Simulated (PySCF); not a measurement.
Ionisation energy of Xe⁺ by level of theory

Xe⁺ [Kr] 4d10 5s2 5p5 (2P) → Xe²⁺ [Kr] 4d10 5s2 5p4 (3P), as a difference of total energies. All numbers are calculated (PySCF 2.14, the spin-free X2C one-electron Hamiltonian (Gaussian nucleus), in x2c-TZVPall). Correlated levels: valence: [Kr] 4d10 frozen. The calculations carry no spin-orbit coupling.

| method | ionisation energy (eV) |
| --- | --- |
| UHF | 20.100 |
| r2SCAN | 21.125 |
| TPSS | 21.091 |
| MP2 (valence) | 20.756 |
| SCS-MP2 (valence) | 20.749 |

Question: How much does correlation contribute at MP2 (valence)?

Answer: 20.756 − (20.100) = 0.656 eV, measured against UHF.

The reference lies between the lowest fine-structure levels, while these numbers refer to the centres of the terms.

Errors of the correlated levels include the incompleteness of this basis and the frozen core.

For comparison: 20.975 eV (semi-empirical (NIST evaluation); NIST Atomic Spectra Database, ionization energies).
